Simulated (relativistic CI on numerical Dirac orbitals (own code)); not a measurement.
Spin-allowed bands of a d8 ion in a tetrahedral site, by hand

Problem. Take Δ = 3330 cm⁻¹ and B = 520 cm⁻¹ for a d8 ion in a tetrahedral site. Calculate the three spin-allowed bands.

Working.
1. The terms of highest spin are 3F (energy 0) and 3P (15B = 7800 cm⁻¹). Here the F term splits into A2 at +1.2Δ = 3996, T2 at +0.2Δ = 666 and T1 at −0.6Δ = -1998 cm⁻¹.
2. The two T1 states mix through the element 0.4Δ: H = [[-1998, 1332], [1332, 7800]], with roots ½(H₁₁ + H₂₂) ∓ ½√[(H₂₂ − H₁₁)² + 4H₁₂²] = ½(5802) ∓ ½(10154) = -2176 and 7978 cm⁻¹.
3. The ground term is 3T1 at -2176 cm⁻¹.
4. Bands: 3T2 2842 cm⁻¹ (3519 nm), 3A2 6172 cm⁻¹ (1620 nm), 3T1(P) 10154 cm⁻¹ (985 nm).

Check. Exact diagonalisation of the whole d8 shell with these parameters gives 3T2 2842, 3A2 6172, 3T1 10154 cm⁻¹. The match is exact, since without spin-orbit coupling no other term has this spin. The ratio of the second band to the first, 2.172, depends on Δ/B = 6.4 alone, which is how a Tanabe-Sugano diagram is read.
